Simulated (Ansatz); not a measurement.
Molecule: C₄H₂ISe (charge 0, doublet). It need not be the lowest isomer of its formula. SMILES: Ic1c[c][se]c1
Structure (B3LYP-D3(BJ)/def2-TZVP (Ansatz, an electronic-structure program) minimum search):
```
C
C 1 1.3541
H 2 1.0768 1 128.18
C 1 1.4432 2 117.01 3 -180.00
C 4 1.3421 1 110.76 2 0.00
H 4 1.0794 5 125.75 1 -180.00
Se 5 1.8577 4 116.13 6 -180.00
I 1 2.1016 2 122.02 3 0.00
```
Charge 0, spin multiplicity 2.

Parts of the frozen-core correlation energy in def2-QZVPP (Ansatz, hartree). Frozen orbitals: 27; correlated occupied orbitals by spin: 16 and 15; virtual: 416 and 417. UHF or UKS for open shells. No spin-orbit coupling. In def2 rows, elements after Kr have scalar-relativistic effective core potentials.

```tsv
term	value
reference (HF)	-2849.14758
MP2 opposite-spin	-0.69033
MP2 same-spin	-0.23418
CCSD correlation	-0.96938
(T)	-0.05883
T1 diagnostic	0.042
largest doubles amplitude	0.050
<S^2> of the reference	1.193
```
